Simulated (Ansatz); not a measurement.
PBE exchange is replaced step by step with exact exchange (0 % is PBE, 25 % PBE0; no dispersion term), basis def2-SVP, Ansatz. System: Hg₃H₁₂Se₃. The state is a singlet with charge 0. Geometry: PBE-D4/def2-SVP.

Geometry of the singlet:

```xyz
18

Se    0.9959   -1.9385    0.9616
Hg    1.3899   -2.8863   -2.3427
Se   -0.1215    0.2264   -2.3664
Hg    0.2046   -0.3753    3.9448
Se   -0.8410    1.7287    1.4052
Hg   -1.6655    3.2268   -1.6027
H     0.5061   -3.2675    1.4055
H     2.3840   -2.2850    1.3573
H     2.9103   -2.1980   -2.4035
H    -0.1005   -3.6398   -2.3343
H     0.7805    0.7993   -3.3968
H    -1.1177   -0.1445   -3.4024
H     1.6987    0.3678    4.0089
H    -1.2864   -1.1275    3.9691
H    -0.2265    2.9478    1.9882
H    -2.1414    2.0404    2.0494
H    -3.1607    2.4829   -1.5933
H    -0.2089    4.0423   -1.6479
```

In the def2 sets Hg takes a core potential; there is no spin–orbit coupling. In the singlet geometry the species has come apart into loosely held pieces.

```tsv
exact exchange (%)	HOMO (eV)	LUMO (eV)	gap (eV)
0	-6.21	-1.47	4.74
10	-6.65	-1.10	5.56
15	-6.88	-0.91	5.97
40	-8.02	-0.03	7.99
```

Task: Estimate the row for 25 %.

Result: 
```tsv
exact exchange (%)	HOMO (eV)	LUMO (eV)	gap (eV)
25	-7.33	-0.54	6.79
```
